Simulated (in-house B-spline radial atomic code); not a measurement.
Values are calculated unless marked as measured or tabulated.
C6 from the polarisability at imaginary frequency: Pd

TDHF linear response of the closed shell [Kr] 4d10, from a B-spline radial code for spherical atoms; scalar-relativistic (spin-free one-electron X2C), finite nucleus, no spin-orbit coupling; shells from n = 2 respond.

The dispersion coefficient of two like species is C6 = (3/π) ∫ α(iu)² du from 0 to ∞.

| u (hartree) | α(iu) (bohr³) |
| --- | --- |
| 0 | 21.1 |
| 0.03 | 20.88 |
| 0.07 | 19.98 |
| 0.12 | 18.31 |
| 0.2 | 15.48 |
| 0.3 | 12.66 |
| 0.45 | 9.793 |
| 0.7 | 6.956 |
| 1 | 5.003 |
| 1.5 | 3.218 |
| 2.5 | 1.658 |
| 5 | 0.5709 |

Task: Fit one oscillator, α(iu) = α(0)/(1 + u²/ω²), through u = 0.45 and estimate C6.

Result: From α(0)/α(iu) − 1 = 21.1/9.793 − 1 = 1.1546, ω = u/√1.1546 = 0.4188 hartree (11.4 eV). London's formula gives C6 = (3/4) α(0)² ω = 0.75 × 21.1² × 0.4188 = 139.8 hartree·bohr⁶, and the oscillator holds f = α(0) ω² = 3.70 electrons, of a sum of oscillator strengths of 44.5.

Task: How does that compare with the full integral?

Result: The program's quadrature over all excitations gives C6 = 147.2, so the single oscillator is off by -5.0 %. At the last point the fit gives α = 0.147 against 0.571: higher excitations, and deeper shells where there are any, keep the true curve higher at large u.
